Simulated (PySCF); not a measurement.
## Highest orbital energy against ionisation energy along the third row

Calculated with PySCF 2.14, no spin-orbit coupling. Each cell gives −ε(HOMO) / ΔSCF in eV; NIST values include spin-orbit coupling, (s) semi-empirical, (t) theoretical.

```tsv
species	UHF	LDA	PBE	PBE0	r2SCAN	NIST (lowest levels)
Al²⁺ (aug-cc-pV(Q+d)Z with one added diffuse shell each of s, p, d, f, g type, non-relativistic)	28.063 / 28.043	24.554 / 28.831	24.444 / 28.835	25.460 / 28.694	24.631 / 28.378	28.448
Si²⁺ (aug-cc-pV(Q+d)Z with one added diffuse shell each of s, p, d, f, g type, non-relativistic)	32.164 / 31.957	28.612 / 33.534	28.482 / 33.392	29.636 / 33.251	28.665 / 32.870	33.493
P²⁺ (aug-cc-pV(Q+d)Z with one added diffuse shell each of s, p, d, f, g type, non-relativistic)	29.984 / 29.589	24.813 / 30.209	24.961 / 30.248	26.376 / 30.269	25.418 / 30.381	30.203
S²⁺ (aug-cc-pV(Q+d)Z with one added diffuse shell each of s, p, d, f, g type, non-relativistic)	34.729 / 34.160	28.871 / 34.885	28.959 / 34.838	30.585 / 34.879	29.492 / 35.031	34.86 ± 0.04 (s)
Cl²⁺ (aug-cc-pV(Q+d)Z with one added diffuse shell each of s, p, d, f, g type, non-relativistic)	39.700 / 38.963	33.050 / 39.676	33.102 / 39.584	34.960 / 39.666	33.778 / 39.847	39.8 ± 0.11 (s)
Ar²⁺ (aug-cc-pV(Q+d)Z with one added diffuse shell each of s, p, d, f, g type, non-relativistic)	40.448 / 39.401	34.122 / 40.861	34.172 / 40.730	36.026 / 40.729	34.616 / 40.702	40.735 ± 0.012 (s)
```

**Question.** How far is −ε(HOMO) from ΔSCF on average for each method, and why?

**Answer.** UHF 0.50 eV; LDA -5.66 eV; PBE -5.58 eV; PBE0 -4.07 eV; r2SCAN -5.10 eV. Hartree-Fock orbital energies lack relaxation and so exceed the ΔSCF value; semilocal functionals have convex E(N) from self-interaction, so their HOMO lies far too high; exact exchange moves hybrids part of the way back.
